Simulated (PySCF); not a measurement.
Orbital gap (eV) of eight silicon and germanium compounds: PBE beside B3LYP, computed with PySCF for isolated molecules in the bases named; differences from unrounded values. The eight are the first of their class met in an unordered collection, after screening for sound electronic states; none was chosen by its value. Each molecule has one DFT geometry for both levels.

```tsv
molecule	basis	B3LYP	PBE	difference
C₃H₇NSi, SMILES C#C[SiH2]CN	def2-TZVP	6.37	4.42	-1.95
Si(H)(F)2(OEt) (C2H6F2OSi), SMILES F[SiH](F)OCC	def2-TZVP	9.41	7.51	-1.90
CH7FOSi2, SMILES O(C)[Si@@H](F)[SiH3]	def2-TZVP	7.77	5.99	-1.78
CH7GeNO, SMILES [OH][GeH2][NH]C	def2-TZVP	6.79	5.09	-1.70
CH₇NSi₃, SMILES [SiH3][Si@H]1N=C[SiH2]1	def2-TZVP	5.09	3.14	-1.94
Si(F)2(OH)(SeH) (F₂H₂OSeSi), SMILES O[Si](F)(F)[SeH]	def2-TZVP	6.98	5.41	-1.57
C₂H₅ClFNSi, SMILES F/C=C/[Si@@H](Cl)N	def2-TZVP	6.82	4.96	-1.87
C2H10ClNSi2, SMILES Cl[Si@@H](C[SiH3])NC	def2-TZVP	7.20	5.51	-1.69
```

PBE lies below B3LYP in 8 and above it in 0 of the eight; the mean signed difference is -1.80 and the largest -1.95 eV.
